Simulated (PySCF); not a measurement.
# Trend along group 14: MAs cations

PBE0 with double-zeta basis sets in PySCF, for the lowest determinant that a PBE0 search found; no spin–orbit coupling. De refers to high-spin ground-configuration atoms (the charge goes to the atom of lower measured ionisation energy or higher electron affinity, which is not always the lowest computed limit). A positive dipole points towards As; it is taken about the centre of mass and depends on that origin.

```json
{"M": "Si", "basis": "cc-pV(D+d)Z/cc-pVDZ-PP", "charged atom": "Si+", "state (unpaired electrons)": "triplet (π ↑↑)", "Re (Å)": "2.329", "ωe (cm⁻¹)": "406", "De (eV)": "2.96", "μ (D)": "-3.36"}
{"M": "Sn", "basis": "def2-SVP", "charged atom": "Sn+", "state (unpaired electrons)": "triplet (π ↑↑)", "Re (Å)": "2.617", "ωe (cm⁻¹)": "234", "De (eV)": "2.21", "μ (D)": "-1.71"}
{"M": "Pb", "basis": "def2-SVP", "charged atom": "Pb+", "state (unpaired electrons)": "triplet (π ↑↑)", "Re (Å)": "2.699", "ωe (cm⁻¹)": "205", "De (eV)": "n/a", "μ (D)": "-1.03"}
```

The shortest bond is that of SiAs⁺ (2.329 Å), the longest that of AsPb⁺ (2.699 Å).

The rows differ in basis set, which adds steps of its own.

Down a group the atoms grow and get heavier, so bonds lengthen and wavenumbers fall; this series shows no clear exception.

These are scalar-relativistic numbers at best; spin–orbit coupling would shift them, the dissociation energy most. For an ion De counts to the pair picked by the measured ionisation energies or electron affinities, which need not be the lowest pair at this level. States were picked by a PBE0 search and need not be the measured ground states.
